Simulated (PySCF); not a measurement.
# Electron correlation in Lu⁶³⁺ (lutetium, charge +63)

Starting occupation: [He] 2s2 2p4, 2p1/2 with m_j = -1/2, +1/2, 2p3/2 with m_j = +1/2, +3/2. Computed with PySCF 2.14 in an uncontracted even-tempered set (17 s from 47 bohr⁻², ratio 2.4; 13 p from 60 bohr⁻², ratio 2.4; 5 d from 210 bohr⁻², ratio 2.6; 4 f from 310 bohr⁻², ratio 2.6), with X2C-1e with screened-nucleus spin-orbit coupling, Gaussian nucleus. Frozen: nothing; 8 electrons correlated; the 30 highest virtual spinors left out.

MP2 pair energies summed by pair of shells (mhartree):

| pair | energy | share (%) |
| --- | --- | --- |
| 2p1/2-2p3/2 | -56.54 | 17.6 |
| 1s1/2-1s1/2 | -56.05 | 17.5 |
| 2p3/2-2s1/2 | -55.83 | 17.4 |
| 2p1/2-2s1/2 | -43.40 | 13.5 |
| 2p1/2-2p1/2 | -25.55 | 8.0 |
| 1s1/2-2p1/2 | -21.50 | 6.7 |
| 1s1/2-2s1/2 | -17.45 | 5.4 |
| 1s1/2-2p3/2 | -16.91 | 5.3 |
| 2s1/2-2s1/2 | -14.57 | 4.5 |
| 2p3/2-2p3/2 | -13.31 | 4.1 |

Total MP2 correlation energy: -321.11 mhartree.

At this charge the one-electron X2C treatment keeps the bare 1/r₁₂, with no two-electron picture change or Breit term. That inflates the 1s pair energies well beyond their four-component values.
